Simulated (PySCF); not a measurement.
Species: C8H9O (doublet state).
SMILES with atom numbers: `[CH2:1]=[C:2]1[CH:3]=[CH:4][CH2:5][C:6]1[C:7]([CH3:8])=[O:9]` (hydrogens: H10, H11 on C1; H12 on C3; H13 on C4; H14, H15 on C5; H16, H17, H18 on C8)

Cartesian coordinates in Å at the GFN2-xTB level; atoms count from 1:
```
atom  x, y, z in Å
C1    -1.164    2.171   -0.538
C2    -1.073    0.868   -0.160
C3    -2.201    0.010    0.196
C4    -1.769   -1.210    0.517
C5    -0.280   -1.291    0.405
C6     0.108    0.083   -0.036
C7     1.456    0.515   -0.286
C8     2.538   -0.528   -0.073
O9     1.742    1.650   -0.648
H10   -2.119    2.664   -0.598
H11   -0.280    2.733   -0.781
H12   -3.220    0.353    0.188
H13   -2.367   -2.050    0.821
H14    0.180   -1.562    1.360
H15    0.027   -2.056   -0.315
H16    3.506   -0.087   -0.297
H17    2.533   -0.875    0.958
H18    2.375   -1.383   -0.726
```

The hyperfine couplings belong to this conformer and change with its torsions.

Method used: UKS B3LYP, pcH-1 on C H O, non-relativistic, mean-field spin-orbit, GIAO (PySCF 2.14.0). One conformer (not necessarily the lowest) at the GFN2-xTB geometry, without solvent, vibrations or thermal averaging. A GFN2-xTB geometry isn't a minimum of the functional, and hyperfine couplings can be far from their values at a DFT geometry. Stability of the SCF solution: not tested. ⟨S²⟩ is 0.783 where a pure state has 0.75.

**Question.** The isotropic 13C couplings are +48.8, +42.9, -41.0, -24.3, -17.8, +7.6, -7.1, -2.6 MHz. Assign them to C1; C2; C3; C4; C5; C6; C7; C8.

**Answer.** 
```tsv
site	a_iso (MHz)	ρ(0) (bohr⁻³)	position	distance from C6 (Å)	spin population	largest |T| (MHz)
C1	+42.9	+0.0382	a main spin site	2.50	+0.56	83.4
C2	-41.0	-0.0364	1 bond from C1	1.42	-0.21	23.2
C3	+7.6	+0.0068	2 bonds from C6	2.32	+0.05	5.1
C4	-7.1	-0.0063	2 bonds from C6	2.34	-0.08	12.8
C5	-17.8	-0.0158	1 bond from C6	1.49	-0.04	1.7
C6	+48.8	+0.0434	largest spin population	0.00	+0.58	91.0
C7	-24.3	-0.0216	1 bond from C6	1.44	-0.06	4.3
C8	-2.6	-0.0023	2 bonds from C6	2.51	0.00	0.9
```

ρ(0) is the spin density at the nucleus and T the dipolar tensor; entries for several nuclei are means. The Mulliken spin populations are largest on C6 (+0.58), C1 (+0.56), C2 (-0.21) and O9 (+0.19). Three atoms exceed +0.15. The positive populations add up to 1.44 and the negative ones to -0.44, together 2S = 1. The angles at C6 add up to 360.0°, so it is planar. Main spin sites, with 60 % or more of the largest population: C1, C6; positions count bonds from the nearest.

Means are taken over nuclei equivalent by connectivity, which assumes that they swap fast.

The SMILES `C=C1C=CC[C]1C(C)=O` draws the unpaired electron on C6, whose computed spin population is only +0.58.
